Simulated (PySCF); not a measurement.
Peak assignment

Mapped SMILES: `[CH3:1][c:2]1[cH:3][p:4][cH:5][c:6]([CH3:7])[cH:8]1`; H(Xn) means a hydrogen on atom n.

- shieldings: GIAO PBE0/pcSseg-1
- GFN2-xTB geometry
- run in PySCF 2.14.0 with density-fitted response routines
- no solvent, one conformer, relativity neglected, averaged over atoms made equivalent by symmetry, fast rotation or ring inversion

δ = σ(ref) − σ, references computed at the same level: 13C, 1H against TMS.

Q: Assign these signals to the numbered atoms. 13C{1H} NMR (computed): δ 161.2 (CH), 148.1 (C), 136.3 (CH), 28.3 (CH3).

A: 
161.2 → C3/C5, aromatic CH
148.1 → C2/C6, substituted aromatic carbon
136.3 → C8, aromatic CH: the aromatic region
28.3 → C1/C7, methyl carbon on an aromatic ring: aliphatic region, no heteroatom directly attached

Q: Assign these signals to the numbered atoms. 1H NMR (400 MHz, computed): δ 8.78 (m, 2H), 7.46 (m, 1H), 2.64 (s, 6H).

A: 
| δ (ppm) | atoms | environment | reason |
| --- | --- | --- | --- |
| 8.78 | H(C3)/H(C5) | hydrogen on an aromatic CH | it sits in the deshielding region of the aromatic ring current |
| 7.46 | H(C8) | hydrogen on an aromatic CH | – |
| 2.64 | H(C1)/H(C7) | hydrogen on a methyl carbon on an aromatic ring | benzylic-type position, deshielded by the ring |

Splittings by 31P in the carbon and heteronuclear signals aren't shown, as no couplings were computed. Shifts are as computed. Against solution values, carbons near 30 ppm lie about +3 ppm off and those near 130 ppm about +5 ppm. Of 1211 compounds with measured shifts, 218 miss one by over three times the rms of a fit or turn the order of signals round; such compounds aren't used in these exercises. Multiplicities follow the n + 1 count of equivalent neighbours, as no J values were calculated; m marks all less simple cases, F and P coupling included.
